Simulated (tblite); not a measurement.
Input of a run (GFN2-xTB geometry optimisation, gas phase (tblite 0.8.0)), started from a force field or distance geometry:
```
{"job": {"kind": "relax", "xc": "GFN2-xTB", "basis": "xTB"}, "charge": 0, "multiplicity": 2}
C      2.820700    -1.637800     0.344000
C      1.575500    -0.892100     0.054000
C      0.578600    -0.293800    -0.166100
C     -0.674200     0.456300    -0.464400
C     -0.596800     1.857600     0.130400
N     -1.786200    -0.291300     0.091300
C     -3.027700    -0.065100    -0.342800
O     -4.114700     0.135800    -0.711700
H      2.615700    -2.709700     0.438000
H      3.537700    -1.495200    -0.453600
H      3.262600    -1.294800     1.278400
H     -0.808200     0.502200    -1.542300
H     -1.506700     2.431900    -0.097000
H      0.264600     2.405700    -0.290300
H     -0.490100     1.847500     1.215900
H     -1.658200    -0.948100     0.863500
```

Output (eV, eV/Å):
```
step      E/eV     max force
  0    -646.33782    6.957
  1    -645.68015   14.207
  2    -646.63234    1.475
  3    -646.66471    1.389
  4    -646.67876    1.425
  5    -646.70773    1.305
  6    -646.75818    1.747
  7    -646.68658    4.406
  8    -646.85412    1.616
  9    -646.89431    1.436
 10    -646.95107    1.166
 11    -646.97965    0.381
 12    -646.99938    0.716
 13    -647.03239    0.725
 14    -647.04924    0.446
 15    -647.07291    0.738
 16    -647.09802    0.884
 17    -647.13504    0.641
 18    -647.15242    0.432
 19    -647.17360    0.939
 20    -647.19618    0.838
 21    -647.20964    0.402
 22    -647.22773    0.505
 23    -647.23508    0.481
 24    -647.24499    0.384
 25    -647.24960    0.244
 26    -647.25494    0.264
 27    -647.25901    0.217
 28    -647.26214    0.283
 29    -647.26390    0.149
 30    -647.26499    0.101
 31    -647.26557    0.115
 32    -647.26608    0.125
 33    -647.26669    0.114
 34    -647.26729    0.066
 35    -647.26781    0.076
 36    -647.26824    0.079
 37    -647.26866    0.092
 38    -647.26907    0.072
 39    -647.26943    0.052
 40    -647.26972    0.048
 41    -647.27002    0.071
 42    -647.27043    0.088
 43    -647.27092    0.073
 44    -647.27131    0.050
 45    -647.27156    0.038
 46    -647.27177    0.045
 47    -647.27206    0.058
 48    -647.27241    0.061
 49    -647.27272    0.052
 50    -647.27297    0.044
 51    -647.27323    0.051
 52    -647.27356    0.058
 53    -647.27395    0.063
 54    -647.27432    0.055
 55    -647.27464    0.046
 56    -647.27494    0.061
 57    -647.27523    0.054
 58    -647.27544    0.041
 59    -647.27557    0.032
 60    -647.27565    0.027
 61    -647.27575    0.054
 62    -647.27590    0.043
 63    -647.27607    0.047
 64    -647.27620    0.042
 65    -647.27634    0.042
 66    -647.27656    0.064
 67    -647.27691    0.082
 68    -647.27736    0.106
 69    -647.27781    0.085
 70    -647.27819    0.047
 71    -647.27840    0.076
 72    -647.27853    0.055
 73    -647.27866    0.039
 74    -647.27889    0.035
 75    -647.27903    0.050
 76    -647.27939    0.078
 77    -647.27978    0.078
 78    -647.28017    0.061
 79    -647.28051    0.054
 80    -647.28098    0.083
 81    -647.28118    0.259
 82    -647.28260    0.092
 83    -647.28379    0.086
 84    -647.28517    0.106
 85    -647.28547    0.050
 86    -647.28580    0.047
 87    -647.28629    0.068
 88    -647.28649    0.060
 89    -647.28665    0.040
 90    -647.28676    0.066
 91    -647.28692    0.043
 92    -647.28713    0.075
 93    -647.28737    0.056
 94    -647.28750    0.038
 95    -647.28762    0.026
 96    -647.28771    0.028
 97    -647.28781    0.055
 98    -647.28789    0.027
 99    -647.28797    0.021
100    -647.28803    0.020
101    -647.28811    0.024
102    -647.28823    0.039
103    -647.28841    0.067
104    -647.28821    0.172
105    -647.28865    0.056
106    -647.28874    0.054
107    -647.28888    0.032
108    -647.28893    0.041
109    -647.28909    0.069
110    -647.28923    0.072
111    -647.28939    0.050
112    -647.28952    0.036
113    -647.28963    0.038
114    -647.28975    0.052
115    -647.28988    0.045
116    -647.28997    0.035
117    -647.29001    0.014
118    -647.29002    0.010
```

Question: Summarise the run.

Answer: The energy falls by 0.952 eV over 118 L-BFGS steps, the largest force on an atom goes from 6.96 to 0.010 eV/Å, and the atoms move by 0.369 Å rms after alignment. Among the bonds, C3–C4 and C4–N6 change most and about equally (-0.043 to +0.042 Å). Bonds longer at the end by more than 0.005 Å: 5 of 15; shorter: 7. Among the angles that change most is N6–C7–O8, from 179.5° to 133.9°. Among the dihedrals that turn most is H12–C4–N6–C7, from -43° to -9°. The energy rose by more than 1e-5 eV at steps 1, 7 and 104.

Question: What are the final bond lengths?

Answer: C1–C2 1.445 Å, C2≡C3 1.200 Å, C3–C4 1.448 Å, C4–C5 1.528 Å, C4–N6 1.493 Å, N6–C7 1.307 Å, C7=O8 1.203 Å, C1–H9 1.090 Å, C1–H10 1.090 Å, C1–H11 1.090 Å, C4–H12 1.096 Å, C5–H13 1.088 Å, C5–H14 1.087 Å, C5–H15 1.088 Å, N6–H16 1.009 Å. Numbering counts from 1 in the input's order; the species is `CC#C[C@H](C)N[C]=O` [radical].

On one thread of an Arm Neoverse V1, shared host with 32 logical CPUs at a one-minute load of 12, this took 0.69 s.

GFN2-xTB frequencies show an imaginary mode (28i cm⁻¹), so the point is no minimum at that level. 2 starts were optimised and ended at 0.00 and 0.03 kcal/mol (GFN2-xTB); the lowest of these is shown.

One conformer stands for the species.

All values are computed, not measured.
